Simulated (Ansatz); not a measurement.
The same path of a periodic cell of 63 atoms, AlSi62 (host Si, host structure diamond, dopant Al, one Si atom removed), cell charge -1 was run twice with different band settings. Lost on the way: Si27–Al28, Al28–Si32, Al28–Si50. Made: Al28–Si29, Al28–Si59, Al28–Si63.

All numbers below come from DFT PBE-D3(BJ), scalar-relativistic, plane waves, PAW (Ansatz). Settings: PAW set soft_1, cutoff 420 eV, k mesh 1x1x1, gaussian smearing 0.05 eV, no spin polarisation.

Relaxed end points:

```xyz
63
Lattice="10.8600 0.0000 0.0000 0.0000 10.8600 0.0000 0.0000 0.0000 10.8600" Properties=species:S:1:pos:R:3
Si 5.351 -0.076 0.048
Si 6.770 1.344 1.352
Si 8.155 2.726 0.005
Si 9.567 4.141 1.321
Si 8.125 0.016 2.729
Si 9.510 1.382 4.064
Si -0.019 0.001 0.015
Si 1.353 1.359 1.361
Si 2.709 2.714 0.005
Si 4.088 4.052 1.372
Si 5.429 5.413 0.014
Si 6.785 6.786 1.361
Si 8.142 8.140 0.005
Si 9.479 9.520 1.373
Si 2.700 0.004 2.735
Si 4.080 1.354 4.090
Si 5.444 2.699 2.730
Si 6.811 4.082 4.066
Si 8.174 5.447 2.700
Si 9.567 6.825 4.007
Si 5.409 -0.019 5.468
Si 6.781 1.354 6.792
Si 8.143 2.714 5.431
Si 9.508 4.081 6.764
Si 8.105 -0.018 8.165
Si 9.484 1.353 9.494
Si 0.100 5.532 -0.047
Al 1.774 7.207 0.940
Si 3.935 9.369 1.379
Si 0.014 2.748 2.700
Si 1.394 4.140 4.007
Si 2.761 5.531 2.614
Si 4.090 6.774 4.092
Si 5.431 8.134 2.734
Si 6.783 9.513 4.091
Si -0.016 0.015 5.449
Si 1.361 1.344 6.802
Si 2.711 2.727 5.421
Si 4.079 4.057 6.793
Si 5.443 5.416 5.448
Si 6.769 6.796 6.803
Si 8.155 8.142 5.422
Si 9.484 9.512 6.794
Si 2.667 -0.075 8.220
Si 4.045 1.317 9.529
Si 5.410 2.680 8.165
Si 6.782 4.057 9.495
Si 8.124 5.417 8.130
Si 9.481 6.774 9.484
Si 0.100 8.195 2.615
Si 1.342 9.522 4.094
Si 0.013 5.445 5.400
Si 1.353 6.786 6.787
Si 2.709 8.140 5.431
Si 4.044 9.476 6.828
Si -0.016 2.698 8.131
Si 1.342 4.053 9.485
Si 2.700 5.413 8.143
Si 3.936 6.767 9.636
Si 5.350 8.099 8.223
Si 6.744 9.477 9.531
Si -0.018 8.133 8.144
Si 1.337 9.371 9.635
```

```xyz
63
Lattice="10.8600 0.0000 0.0000 0.0000 10.8600 0.0000 0.0000 0.0000 10.8600" Properties=species:S:1:pos:R:3
Si 5.366 -0.064 0.036
Si 6.781 1.351 1.350
Si 8.163 2.733 0.003
Si 9.580 4.150 1.310
Si 8.151 0.019 2.721
Si 9.523 1.395 4.052
Si -0.018 0.022 -0.016
Si 1.363 1.360 1.352
Si 2.719 2.715 -0.004
Si 4.092 4.071 1.342
Si 5.452 5.412 -0.016
Si 6.790 6.793 1.352
Si 8.145 8.149 -0.004
Si 9.501 9.522 1.342
Si 2.731 0.022 2.733
Si 4.090 1.377 4.086
Si 5.449 2.721 2.721
Si 6.825 4.093 4.052
Si 8.187 5.458 2.687
Si 9.580 6.835 3.995
Si 5.423 -0.007 5.453
Si 6.790 1.360 6.785
Si 8.151 2.721 5.424
Si 9.523 4.093 6.750
Si 8.122 -0.007 8.152
Si 9.489 1.377 9.485
Si 0.134 5.564 -0.021
Al 2.298 7.728 0.417
Si 3.975 9.405 1.406
Si 0.028 2.757 2.687
Si 1.405 4.150 3.995
Si 2.736 5.564 2.581
Si 4.092 6.803 4.074
Si 5.452 8.161 2.733
Si 6.807 9.520 4.086
Si -0.006 0.019 5.424
Si 1.365 1.351 6.794
Si 2.712 2.733 5.412
Si 4.090 4.059 6.768
Si 5.449 5.424 5.424
Si 6.781 6.795 6.794
Si 8.163 8.142 5.412
Si 9.489 9.520 6.768
Si 2.679 -0.064 8.209
Si 4.059 1.328 9.516
Si 5.423 2.692 8.152
Si 6.807 4.059 9.485
Si 8.151 5.424 8.126
Si 9.501 6.803 9.483
Si 0.134 8.166 2.581
Si 1.373 9.522 4.074
Si 0.028 5.458 5.388
Si 1.363 6.793 6.785
Si 2.719 8.149 5.430
Si 4.059 9.489 6.817
Si -0.006 2.721 8.126
Si 1.373 4.071 9.483
Si 2.731 5.412 8.123
Si 3.975 6.739 9.600
Si 5.366 8.109 8.209
Si 6.758 9.489 9.516
Si -0.018 8.161 8.123
Si 1.309 9.405 9.600
```

Common settings: movable images 3; climbing image yes; force threshold 0.05 eV/Å; end points relaxed.

| run | spring | optimiser | start path | iteration limit |
| --- | --- | --- | --- | --- |
| 1 | 5.0 eV/Å² | lbfgs | straight line | 80 |
| 2 | 50.0 eV/Å² | fire | default | 50 |

What does each run give, and how far can it be trusted?

Run 1: converged after 25 iterations, highest image 0.090 eV above the first end. By the program's own check the climbing image is a first-order saddle point (lowest curvatures found: -1.12 and 0.02 eV/Å²).
Run 2: converged after 7 iterations, highest image 0.099 eV above the first end. The order of the stationary point at the top wasn't checked.
Limits of this set-up: coarse k mesh, no spin, though dangling bonds at a vacancy may carry it, charged cell in a uniform background, uncorrected.
